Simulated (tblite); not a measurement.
A geometry optimisation, step by step.

Species: C6H6N2Si.
Numbering: `[CH3:1][C@@H:2]([C:3]#[N:4])[SiH2:5][C:6]#[C:7][C:8]#[N:9]` (hydrogens: H10, H11, H12 on C1; H13 on C2; H14, H15 on Si5)

Computed with GFN2-xTB (tblite), gas phase: L-BFGS steps from a force-field or distance-geometry start until the largest atomic force falls under 0.01 eV/Å. 12 of its 67 geometries are shown.

Step 0: E = -634.0552 eV, largest atomic force 5.105 eV/Å
```
atom  x, y, z in Å  |  force x, y, z in eV/Å
C1     -1.430   -0.382   -1.146   -0.921   0.310  -0.215
C2     -0.290   -1.194   -0.570   -0.076  -1.274   0.043
C3      0.103   -2.271   -1.496   -0.088  -0.357  -0.311
N4      0.382   -3.106   -2.248   -0.365   1.314   1.180
Si5     1.241   -0.189   -0.106    1.208   0.504  -0.273
C6      0.848    1.111    1.177   -0.003  -0.481  -0.418
C7      0.608    1.950    2.003   -1.023   3.535   3.538
C8      0.298    3.026    3.076    0.626  -2.282  -2.287
N9      0.053    3.823    3.872    0.343  -1.089  -1.085
H10    -1.779    0.393   -0.441    0.288  -0.337  -0.219
H11    -2.303   -1.023   -1.368    0.362   0.184   0.090
H12    -1.157    0.115   -2.078    0.090  -0.053   0.099
H13    -0.648   -1.665    0.375    0.123  -0.055  -0.527
H14     2.304   -1.080    0.421   -0.326   0.179   0.014
H15     1.766    0.499   -1.322   -0.237  -0.097   0.373
```

Step 6: E = -634.6757 eV, largest atomic force 0.487 eV/Å
```
atom  x, y, z in Å  |  force x, y, z in eV/Å
C1     -1.443   -0.382   -1.151   -0.048   0.088  -0.030
C2     -0.288   -1.196   -0.559   -0.022  -0.125   0.117
C3      0.079   -2.251   -1.474    0.098   0.248   0.127
N4      0.378   -3.069   -2.217   -0.049   0.115   0.118
Si5     1.264   -0.133   -0.077    0.175  -0.275  -0.362
C6      0.829    1.144    1.212    0.014  -0.262  -0.250
C7      0.595    1.991    2.047   -0.039   0.074   0.079
C8      0.318    2.941    2.992    0.020  -0.110  -0.102
N9      0.081    3.737    3.786    0.009  -0.017  -0.022
H10    -1.761    0.380   -0.443   -0.001   0.025   0.014
H11    -2.300   -1.022   -1.369    0.082   0.013   0.010
H12    -1.148    0.112   -2.076    0.037  -0.046   0.037
H13    -0.648   -1.688    0.355    0.013  -0.013  -0.041
H14     2.286   -1.068    0.435   -0.176   0.195   0.095
H15     1.754    0.512   -1.309   -0.113   0.091   0.210
```

Step 12: E = -634.7181 eV, largest atomic force 0.163 eV/Å
```
atom  x, y, z in Å  |  force x, y, z in eV/Å
C1     -1.442   -0.371   -1.141   -0.013   0.007   0.004
C2     -0.300   -1.187   -0.533    0.059  -0.062   0.018
C3      0.093   -2.214   -1.452   -0.102  -0.080   0.006
N4      0.379   -3.038   -2.193    0.085   0.005  -0.043
Si5     1.266   -0.155   -0.108    0.156   0.046   0.003
C6      0.818    1.107    1.177   -0.026  -0.055  -0.062
C7      0.596    1.956    2.015   -0.030   0.004   0.010
C8      0.324    2.904    2.957   -0.002  -0.026  -0.023
N9      0.092    3.703    3.750   -0.001   0.009   0.009
H10    -1.765    0.396   -0.440   -0.028   0.032  -0.024
H11    -2.287   -1.020   -1.367   -0.044   0.030   0.013
H12    -1.130    0.106   -2.069    0.016   0.020   0.048
H13    -0.655   -1.700    0.369   -0.014   0.066   0.021
H14     2.270   -1.044    0.483   -0.018   0.023  -0.013
H15     1.735    0.565   -1.295   -0.038  -0.021   0.033
```

Step 18: E = -634.7238 eV, largest atomic force 0.052 eV/Å
```
atom  x, y, z in Å  |  force x, y, z in eV/Å
C1     -1.440   -0.368   -1.135   -0.023   0.033  -0.018
C2     -0.298   -1.190   -0.529   -0.037  -0.037   0.004
C3      0.079   -2.226   -1.446    0.033   0.024   0.007
N4      0.399   -3.029   -2.197    0.002  -0.016  -0.002
Si5     1.278   -0.161   -0.115   -0.021   0.016   0.019
C6      0.807    1.097    1.164   -0.008  -0.013  -0.010
C7      0.588    1.944    2.005   -0.025  -0.003  -0.002
C8      0.321    2.893    2.948   -0.014  -0.011  -0.010
N9      0.096    3.693    3.741    0.001  -0.004  -0.001
H10    -1.768    0.404   -0.442    0.031   0.008   0.039
H11    -2.291   -1.009   -1.362    0.006   0.010   0.002
H12    -1.121    0.110   -2.058    0.008   0.008  -0.014
H13    -0.656   -1.684    0.382    0.006   0.013   0.033
H14     2.275   -1.040    0.492    0.031  -0.011  -0.020
H15     1.728    0.575   -1.296    0.010  -0.018  -0.027
```

Step 24: E = -634.7260 eV, largest atomic force 0.055 eV/Å
```
atom  x, y, z in Å  |  force x, y, z in eV/Å
C1     -1.438   -0.360   -1.131    0.027  -0.009   0.027
C2     -0.303   -1.193   -0.524    0.013   0.014  -0.004
C3      0.082   -2.228   -1.439   -0.015   0.003   0.019
N4      0.410   -3.025   -2.193   -0.006   0.004   0.024
Si5     1.279   -0.165   -0.119   -0.019  -0.011  -0.014
C6      0.795    1.089    1.157    0.003   0.004   0.005
C7      0.569    1.934    1.997   -0.011  -0.003  -0.004
C8      0.309    2.884    2.940   -0.014   0.002   0.005
N9      0.098    3.686    3.735   -0.009  -0.001   0.001
H10    -1.751    0.410   -0.428   -0.001   0.006  -0.026
H11    -2.296   -0.993   -1.360    0.020   0.028   0.017
H12    -1.115    0.118   -2.055   -0.006  -0.005   0.040
H13    -0.656   -1.672    0.398   -0.009  -0.021  -0.050
H14     2.288   -1.038    0.478    0.018  -0.016  -0.002
H15     1.726    0.562   -1.304    0.009   0.005  -0.038
```

Step 30: E = -634.7277 eV, largest atomic force 0.033 eV/Å
```
atom  x, y, z in Å  |  force x, y, z in eV/Å
C1     -1.431   -0.350   -1.121    0.004   0.004   0.005
C2     -0.302   -1.192   -0.519    0.021   0.017   0.006
C3      0.081   -2.228   -1.431   -0.005  -0.004  -0.029
N4      0.415   -3.026   -2.180   -0.006  -0.023   0.001
Si5     1.283   -0.168   -0.126    0.021  -0.007  -0.005
C6      0.789    1.083    1.150    0.017   0.012  -0.003
C7      0.548    1.926    1.990    0.009  -0.004  -0.005
C8      0.293    2.875    2.935   -0.005  -0.006  -0.005
N9      0.093    3.680    3.731   -0.019  -0.011  -0.007
H10    -1.738    0.423   -0.421    0.003   0.016   0.014
H11    -2.294   -0.974   -1.348   -0.018  -0.007   0.004
H12    -1.107    0.126   -2.044    0.010   0.013  -0.016
H13    -0.661   -1.676    0.396    0.003  -0.007   0.022
H14     2.301   -1.040    0.462   -0.018   0.017  -0.009
H15     1.726    0.549   -1.324   -0.017  -0.010   0.026
```

Step 36: E = -634.7287 eV, largest atomic force 0.046 eV/Å
```
atom  x, y, z in Å  |  force x, y, z in eV/Å
C1     -1.425   -0.341   -1.113   -0.015   0.008  -0.013
C2     -0.299   -1.192   -0.518   -0.020  -0.010  -0.010
C3      0.076   -2.228   -1.435    0.002  -0.018   0.042
N4      0.411   -3.039   -2.170   -0.022   0.014  -0.010
Si5     1.287   -0.171   -0.130    0.012   0.010   0.000
C6      0.799    1.085    1.142   -0.001  -0.012  -0.002
C7      0.542    1.920    1.983    0.014   0.008   0.000
C8      0.279    2.867    2.929    0.002   0.002  -0.001
N9      0.075    3.669    3.725   -0.027   0.000   0.005
H10    -1.726    0.436   -0.413    0.021  -0.011   0.014
H11    -2.295   -0.958   -1.336    0.001   0.008  -0.002
H12    -1.100    0.135   -2.036   -0.007  -0.005  -0.002
H13    -0.657   -1.678    0.398    0.011   0.006  -0.014
H14     2.308   -1.038    0.453    0.018  -0.019   0.016
H15     1.719    0.542   -1.330    0.010   0.020  -0.024
```

Step 42: E = -634.7305 eV, largest atomic force 0.039 eV/Å
```
atom  x, y, z in Å  |  force x, y, z in eV/Å
C1     -1.415   -0.324   -1.099    0.023  -0.008   0.002
C2     -0.293   -1.191   -0.518    0.006  -0.009   0.012
C3      0.066   -2.240   -1.426   -0.011   0.020  -0.023
N4      0.386   -3.059   -2.158   -0.014   0.002  -0.003
Si5     1.304   -0.177   -0.142   -0.015   0.007  -0.006
C6      0.820    1.085    1.128   -0.008  -0.017   0.011
C7      0.546    1.914    1.970    0.014   0.004  -0.002
C8      0.254    2.852    2.916   -0.006  -0.002  -0.006
N9      0.016    3.644    3.714   -0.012  -0.008  -0.005
H10    -1.687    0.455   -0.389   -0.011  -0.015  -0.018
H11    -2.300   -0.923   -1.315    0.025  -0.003   0.030
H12    -1.096    0.149   -2.026    0.005  -0.001   0.005
H13    -0.644   -1.674    0.402   -0.018   0.026   0.022
H14     2.327   -1.043    0.444   -0.008   0.008  -0.018
H15     1.712    0.540   -1.349    0.032  -0.004  -0.003
```

Step 48: E = -634.7322 eV, largest atomic force 0.048 eV/Å
```
atom  x, y, z in Å  |  force x, y, z in eV/Å
C1     -1.400   -0.309   -1.085   -0.012   0.000   0.014
C2     -0.286   -1.190   -0.513    0.026   0.039   0.011
C3      0.051   -2.245   -1.421   -0.006  -0.009   0.006
N4      0.353   -3.074   -2.151   -0.015   0.015  -0.006
Si5     1.317   -0.179   -0.156    0.024  -0.015  -0.007
C6      0.834    1.076    1.120    0.003   0.013  -0.002
C7      0.554    1.909    1.956   -0.015  -0.013  -0.001
C8      0.228    2.836    2.902    0.000   0.001   0.005
N9     -0.047    3.616    3.700   -0.003  -0.004  -0.010
H10    -1.655    0.471   -0.372   -0.010   0.037   0.006
H11    -2.295   -0.896   -1.284   -0.022  -0.034  -0.020
H12    -1.087    0.160   -2.015    0.004  -0.008  -0.013
H13    -0.638   -1.657    0.414    0.013  -0.009   0.008
H14     2.343   -1.044    0.425    0.001   0.002  -0.016
H15     1.723    0.535   -1.368    0.011  -0.014   0.026
```

Step 54: E = -634.7340 eV, largest atomic force 0.068 eV/Å
```
atom  x, y, z in Å  |  force x, y, z in eV/Å
C1     -1.393   -0.298   -1.070   -0.011   0.009  -0.016
C2     -0.275   -1.179   -0.501   -0.052  -0.040  -0.018
C3      0.032   -2.242   -1.413    0.014   0.017   0.017
N4      0.307   -3.073   -2.150   -0.011   0.008  -0.002
Si5     1.339   -0.182   -0.166   -0.006   0.019   0.025
C6      0.851    1.072    1.110    0.022   0.002  -0.006
C7      0.554    1.898    1.947   -0.006  -0.001   0.004
C8      0.203    2.820    2.889   -0.027  -0.005   0.001
N9     -0.106    3.591    3.683    0.015   0.001  -0.005
H10    -1.639    0.496   -0.365   -0.010  -0.037  -0.024
H11    -2.290   -0.888   -1.260    0.035   0.040   0.020
H12    -1.082    0.159   -2.009   -0.019  -0.018   0.020
H13    -0.621   -1.643    0.431    0.020   0.023  -0.011
H14     2.365   -1.050    0.402    0.029  -0.029   0.020
H15     1.751    0.528   -1.375    0.008   0.014  -0.026
```

Step 60: E = -634.7348 eV, largest atomic force 0.018 eV/Å
```
atom  x, y, z in Å  |  force x, y, z in eV/Å
C1     -1.386   -0.288   -1.060    0.004  -0.005  -0.002
C2     -0.270   -1.174   -0.497    0.014   0.008   0.005
C3      0.023   -2.241   -1.406   -0.008   0.005  -0.009
N4      0.278   -3.075   -2.147    0.005   0.002   0.003
Si5     1.354   -0.185   -0.173    0.005  -0.004  -0.007
C6      0.870    1.071    1.101    0.007   0.000   0.006
C7      0.549    1.889    1.938   -0.012  -0.007  -0.004
C8      0.177    2.804    2.878    0.008  -0.005  -0.007
N9     -0.143    3.573    3.670   -0.005   0.011   0.010
H10    -1.624    0.508   -0.358    0.007   0.004   0.002
H11    -2.288   -0.871   -1.239   -0.009  -0.015   0.003
H12    -1.081    0.161   -2.003   -0.005   0.010  -0.009
H13    -0.608   -1.629    0.441   -0.004  -0.001   0.007
H14     2.383   -1.058    0.391   -0.009  -0.001   0.004
H15     1.763    0.523   -1.385    0.001  -0.003  -0.002
```

Step 66: E = -634.7349 eV, largest atomic force 0.007 eV/Å
```
atom  x, y, z in Å  |  force x, y, z in eV/Å
C1     -1.387   -0.288   -1.060    0.001   0.001   0.002
C2     -0.269   -1.172   -0.496    0.004   0.002  -0.001
C3      0.022   -2.239   -1.406    0.003  -0.002  -0.003
N4      0.278   -3.073   -2.148    0.002   0.002   0.002
Si5     1.356   -0.185   -0.174    0.000  -0.001  -0.001
C6      0.874    1.070    1.103   -0.005   0.000  -0.001
C7      0.544    1.886    1.938    0.004   0.001   0.001
C8      0.175    2.803    2.877   -0.002   0.001   0.002
N9     -0.142    3.574    3.669    0.001  -0.003  -0.004
H10    -1.624    0.509   -0.359   -0.001   0.004   0.001
H11    -2.288   -0.874   -1.237   -0.001   0.002   0.003
H12    -1.084    0.160   -2.005   -0.006   0.000  -0.003
H13    -0.607   -1.625    0.443    0.003  -0.002   0.000
H14     2.381   -1.061    0.392   -0.004  -0.001   0.001
H15     1.766    0.522   -1.386    0.002  -0.003   0.002
```

Q: Summarise the path.

A: The energy falls by 0.6797 eV from step 0 to step 66; nine tenths of that is first reached at step 6. It rises by more than 0.2 meV at step 3. The largest force goes from 5.105 to 0.007 eV/Å. Among the bonds C7–C8 changes most, from 1.551 to 1.364 Å; the atoms move by 0.175 Å rms after alignment.

What follows is the cost of the whole relaxation. Hardware: one thread, Arm Neoverse N1 (aarch64), shared host with 64 logical CPUs at a one-minute load of 60. Cost: 0.78 s wall.
